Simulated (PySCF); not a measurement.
Molecule: SMILES OC1CCCCC1, C$_{6}$H$_{12}$O.

Mapped SMILES: `[OH:1][CH:2]1[CH2:3][CH2:4][CH2:5][CH2:6][CH2:7]1`. Each H is labelled by its parent atom. Ha(C3), Ha(C4), Ha(C5), Ha(C6), Ha(C7) are cis to O1 on the ring; Hb(C3), Hb(C4), Hb(C5), Hb(C6), Hb(C7) are trans to O1 on the ring.

Geometry PBE0-D3(BJ)/def2-SVP throughout; GIAO in PySCF, gas phase, one conformer, non-relativistic; equivalent atoms averaged; functional PBE0.

Problem. How do the absolute shieldings σ depend on the basis set? (a selection of nuclei; ppm; last column core-seconds on shared hosts with different chips, so compare them loosely)

Solution. 
```csv
basis set,functions,O1,C4/C6,C5,H(C2),Hb(C3)/Hb(C7),Ha(C4)/Ha(C6),Hb(C5),Ha(C5),H(O1),core-s
STO-3G,47,332.2,208.3,208.6,30.79,31.41,31.66,31.73,32.10,35.43,5.1
pcSseg-0,87,269.1,167.7,167.3,29.44,30.85,31.26,31.49,31.89,34.47,7.9
6-31G,87,261.6,173.6,173.3,28.94,30.51,30.93,31.13,31.40,33.74,11
6-31G*,122,269.5,168.9,168.6,28.50,29.94,30.31,30.47,30.81,32.91,15
cc-pVDZ,158,272.5,169.0,168.5,28.21,29.37,29.69,29.85,30.38,32.53,18
def2-SVP,158,276.6,168.6,168.1,28.31,29.53,29.87,30.02,30.53,32.46,16
pcSseg-1,179,258.5,157.0,156.5,28.19,29.29,29.65,29.81,30.34,31.90,23
"6-311+G(2d,p)",261,253.1,159.0,158.5,28.41,29.46,29.79,29.96,30.53,32.33,45
aug-cc-pVDZ,269,263.9,167.4,167.1,28.23,29.26,29.58,29.75,30.33,32.05,44
def2-TZVP,289,255.5,158.3,157.8,28.33,29.44,29.76,29.92,30.46,32.29,48
```

Problem. Which nucleus among those listed moves most, in ppm?

Solution. O1 (alcohol oxygen): from 253.1 ppm with 6-311+G(2d,p) to 332.2 ppm with STO-3G. The smallest spread is 1.77 ppm, at Ha(C5). Proton shifts span only some 12 ppm, so a few tenths of a ppm matter as much there as several ppm in carbon.

Problem. Taking the largest basis, def2-TZVP (289 functions), as the yardstick, rank the others by their worst heavy-atom deviation.

Solution. 6-311+G(2d,p) 2.4 ppm (261 functions), pcSseg-1 3.0 ppm (179 functions), aug-cc-pVDZ 9.3 ppm (269 functions), pcSseg-0 13.6 ppm (87 functions), 6-31G* 14.0 ppm (122 functions), 6-31G 15.6 ppm (87 functions), cc-pVDZ 17.0 ppm (158 functions), def2-SVP 21.1 ppm (158 functions), STO-3G 76.7 ppm (47 functions).

A small basis that lands close on one nucleus may do so by chance; judge by the trend and by all nuclei.
